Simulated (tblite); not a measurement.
A geometry optimisation, step by step.

Compound: C5H10P2.
Numbering: `[CH2:1]=[CH:2][PH:3][C:4](=[CH2:5])[PH:6][CH3:7]` (hydrogens: H8, H9 on C1; H10 on C2; H11 on P3; H12, H13 on C5; H14 on P6; H15, H16, H17 on C7)

Computed with GFN2-xTB (tblite), gas phase: L-BFGS steps from a force-field or distance-geometry start until the largest atomic force falls under 0.01 eV/Å. 6 of its 106 geometries are shown.

Step 0: E = -562.9346 eV, largest atomic force 2.690 eV/Å
```
atom  x, y, z in Å  |  force x, y, z in eV/Å
C1     -2.776    1.102    0.757   -0.180  -1.132   0.020
C2     -2.549   -0.183    0.441    0.044   0.181   0.675
P3     -1.222   -0.568   -0.760   -0.339   2.114  -1.629
C4      0.388   -0.875   -0.036    1.126  -1.648   0.533
C5      1.156   -1.946   -0.323   -0.016   0.385   0.173
P6      1.081    0.288    1.222   -1.579   1.232   1.689
C7      2.210    1.545    0.396    0.899  -1.177  -0.238
H8     -3.568    1.326    1.492    0.665   0.160  -0.588
H9     -2.192    1.873    0.280   -0.209   0.114   0.246
H10    -3.151   -0.943    0.950    0.307  -0.060  -0.395
H11    -1.663   -1.577   -1.714    0.479  -0.152   1.506
H12     2.125   -2.046    0.180   -0.321  -0.033  -0.554
H13     0.851   -2.694   -1.036    0.026  -0.182   0.095
H14     1.940   -0.524    2.094   -0.114   0.216  -1.449
H15     1.685    2.502    0.233    0.290  -0.684   0.142
H16     3.138    1.659    1.011   -0.934   0.148  -0.275
H17     2.541    1.074   -0.547   -0.143   0.519   0.049
```

Step 21: E = -564.4829 eV, largest atomic force 0.145 eV/Å
```
atom  x, y, z in Å  |  force x, y, z in eV/Å
C1     -2.711    1.090    0.768   -0.060  -0.023   0.002
C2     -2.335   -0.110    0.354    0.081  -0.001   0.051
P3     -1.100   -0.324   -0.966    0.128  -0.008  -0.038
C4      0.379   -0.792    0.013    0.018  -0.061   0.010
C5      1.083   -1.878   -0.289    0.018  -0.021  -0.014
P6      0.894    0.372    1.342   -0.030  -0.026   0.000
C7      2.103    1.417    0.390   -0.043  -0.002  -0.019
H8     -3.486    1.206    1.506    0.030   0.064   0.127
H9     -2.274    1.996    0.381   -0.019  -0.039  -0.056
H10    -2.777   -1.007    0.770   -0.022  -0.015  -0.031
H11    -1.444   -1.654   -1.258   -0.006   0.104  -0.039
H12     2.003   -2.132    0.217   -0.060   0.012   0.041
H13     0.771   -2.556   -1.071    0.007   0.018   0.007
H14     1.869   -0.505    1.835   -0.025  -0.008   0.019
H15     1.641    2.367    0.129   -0.038  -0.014  -0.035
H16     2.958    1.613    1.037   -0.053   0.009  -0.065
H17     2.419    0.908   -0.519    0.074   0.011   0.039
```

Step 42: E = -564.5648 eV, largest atomic force 0.097 eV/Å
```
atom  x, y, z in Å  |  force x, y, z in eV/Å
C1     -2.631    1.080    0.826   -0.025  -0.017  -0.024
C2     -2.183   -0.075    0.359    0.019   0.022  -0.006
P3     -0.972   -0.123   -1.006    0.013   0.019   0.037
C4      0.375   -0.823    0.013    0.040   0.026   0.006
C5      1.029   -1.948   -0.237   -0.027  -0.006  -0.008
P6      0.829    0.329    1.364    0.034  -0.005   0.013
C7      1.971    1.373    0.349    0.019   0.011   0.006
H8     -3.298    1.145    1.671   -0.010  -0.011  -0.010
H9     -2.344    2.012    0.365   -0.022   0.011   0.021
H10    -2.452   -1.020    0.818   -0.020   0.011  -0.037
H11    -1.375   -1.349   -1.552   -0.023  -0.031   0.026
H12     1.843   -2.272    0.395    0.001  -0.051  -0.016
H13     0.784   -2.579   -1.078   -0.031  -0.045  -0.003
H14     1.835   -0.496    1.885    0.015  -0.022  -0.005
H15     1.401    2.155   -0.147   -0.043   0.018  -0.033
H16     2.698    1.834    1.012    0.020   0.078   0.054
H17     2.483    0.769   -0.396    0.040  -0.008  -0.021
```

Step 63: E = -564.6038 eV, largest atomic force 0.072 eV/Å
```
atom  x, y, z in Å  |  force x, y, z in eV/Å
C1     -2.662    1.081    0.830   -0.009   0.002  -0.027
C2     -2.123   -0.033    0.362   -0.014  -0.017  -0.013
P3     -0.874   -0.041   -0.970   -0.023  -0.026   0.002
C4      0.441   -0.850    0.016   -0.011   0.028  -0.006
C5      0.936   -2.057   -0.217    0.010  -0.004   0.003
P6      0.966    0.261    1.368    0.009  -0.006   0.071
C7      1.976    1.429    0.351   -0.019   0.007   0.030
H8     -3.386    1.071    1.629    0.019   0.013  -0.005
H9     -2.404    2.047    0.426    0.001  -0.023   0.003
H10    -2.388   -1.000    0.775    0.007  -0.006   0.005
H11    -1.325   -1.227   -1.573    0.015   0.042   0.015
H12     1.725   -2.470    0.394   -0.011  -0.016   0.004
H13     0.579   -2.674   -1.027    0.001  -0.007  -0.006
H14     2.038   -0.535    1.798   -0.004  -0.003  -0.030
H15     1.307    1.989   -0.301   -0.009   0.019  -0.005
H16     2.476    2.122    1.026    0.019   0.028  -0.004
H17     2.712    0.899   -0.248    0.017  -0.029  -0.036
```

Step 84: E = -564.6072 eV, largest atomic force 0.042 eV/Å
```
atom  x, y, z in Å  |  force x, y, z in eV/Å
C1     -2.673    1.073    0.813   -0.007  -0.002   0.010
C2     -2.123   -0.041    0.358    0.009   0.010   0.010
P3     -0.857   -0.021   -0.954    0.008   0.000   0.014
C4      0.448   -0.841    0.036    0.014  -0.008   0.006
C5      0.917   -2.058   -0.200   -0.018  -0.010   0.008
P6      1.009    0.245    1.396   -0.018   0.028  -0.025
C7      1.973    1.436    0.357   -0.009  -0.019  -0.008
H8     -3.402    1.069    1.608   -0.014   0.000   0.010
H9     -2.413    2.035    0.404   -0.004   0.012  -0.009
H10    -2.378   -1.010    0.773    0.003   0.003  -0.010
H11    -1.290   -1.198   -1.579    0.002  -0.010  -0.013
H12     1.696   -2.495    0.406    0.002  -0.006   0.013
H13     0.537   -2.665   -1.009    0.012  -0.015  -0.022
H14     2.096   -0.557    1.764    0.026  -0.016   0.000
H15     1.269    1.992   -0.263    0.009   0.022  -0.001
H16     2.495    2.131    1.011    0.010   0.007   0.009
H17     2.688    0.916   -0.281   -0.023   0.005   0.009
```

Step 105: E = -564.6103 eV, largest atomic force 0.010 eV/Å
```
atom  x, y, z in Å  |  force x, y, z in eV/Å
C1     -2.695    1.070    0.789    0.001   0.004   0.001
C2     -2.101   -0.030    0.357   -0.003  -0.005  -0.005
P3     -0.814    0.003   -0.935    0.003   0.002  -0.006
C4      0.466   -0.855    0.055    0.003   0.002  -0.003
C5      0.895   -2.089   -0.172   -0.001  -0.008   0.002
P6      1.058    0.222    1.409   -0.002  -0.001  -0.006
C7      1.958    1.450    0.358   -0.001   0.008   0.002
H8     -3.446    1.050    1.564    0.005   0.007  -0.001
H9     -2.452    2.038    0.380   -0.009  -0.002   0.003
H10    -2.342   -1.003    0.771    0.003  -0.002   0.009
H11    -1.256   -1.155   -1.591    0.003  -0.008  -0.001
H12     1.657   -2.546    0.443   -0.004   0.003  -0.003
H13     0.506   -2.689   -0.981   -0.001   0.002   0.002
H14     2.179   -0.562    1.718   -0.002  -0.005  -0.002
H15     1.226    2.073   -0.155   -0.004   0.001   0.004
H16     2.566    2.083    1.004    0.002  -0.001   0.003
H17     2.589    0.952   -0.376    0.006   0.001   0.001
```

**Question.** Summarise the path.

**Answer.** The energy falls by 38.64 kcal/mol from step 0 to step 105; nine tenths of that is first reached at step 15. It falls at every step. The largest force goes from 2.690 to 0.010 eV/Å. Among the bonds P6–H14 changes most, from 1.468 to 1.402 Å; the atoms move by 0.498 Å rms after alignment.

The cost below is that of the whole relaxation. Hardware: one thread, Arm Neoverse V2 (aarch64), shared host with 96 logical CPUs at a one-minute load of 11. Cost: 0.57 s of wall time.
